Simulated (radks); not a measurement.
The manganese ion Mn8+, configuration [Ne] 3s2 3p5 (the NIST ground configuration). All-electron calculation, scalar-relativistic Kohn-Sham, PBEsol, spin-polarised, spherical densities, finite nucleus; open shells are filled with parallel spins first; Fermi nuclear charge, rms radius 3.7057 fm. Program: a radial shooting solver on a logarithmic mesh with Libxc functionals.

Normalised radial functions P(r) = r R(r), r in bohr:

r,2p up,3p down
0.005656,0.0153,0.0065
0.007075,0.0233,0.0099
0.008923,0.0358,0.0152
0.01125,0.0548,0.0233
0.01408,0.0822,0.0349
0.01775,0.1241,0.0526
0.02221,0.1829,0.0774
0.02801,0.2696,0.1140
0.03533,0.3907,0.1648
0.0442,0.5478,0.2302
0.05574,0.7573,0.3162
0.06973,1.0036,0.4146
0.08794,1.2912,0.5235
0.1109,1.5812,0.6204
0.1387,1.8159,0.6728
0.175,1.9496,0.6433
0.2189,1.9182,0.4949
0.2761,1.6953,0.1950
0.3482,1.3126,-0.2316
0.4356,0.8800,-0.6853
0.5493,0.4804,-1.0693
0.6872,0.2133,-1.2323
0.8667,0.0687,-1.1275
1.093,0.0153,-0.8123
1.367,0.0023,-0.4607
1.724,0.0002,-0.1894
2.157,0.0000,-0.0561
2.721,0.0000,-0.0100

2p up: eigenvalue -811.45 eV, 0 radial nodes, <r> = 0.247 bohr, 90 % of the charge inside 0.404 bohr. 3p down: eigenvalue -208.71 eV, 1 radial node at r = 0.309 bohr, <r> = 0.794 bohr, 90 % of the charge inside 1.19 bohr.
